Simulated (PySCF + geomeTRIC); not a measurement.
Species: [W(Cl)6] (charge 0, multiplicity 1).

Task: Give a relaxed geometry from BP86-D3(BJ)/def2-SVP run with PySCF + geomeTRIC.

Result: the end point of this relaxation.
Cartesian coordinates (Å) in one orientation:
```xyz
7

W      0.000     0.000     0.000
Cl     1.535     1.479    -0.924
Cl    -1.209     0.016    -1.983
Cl     1.209    -0.016     1.983
Cl     1.256    -1.791    -0.780
Cl    -1.256     1.791     0.780
Cl    -1.534    -1.479     0.924
```
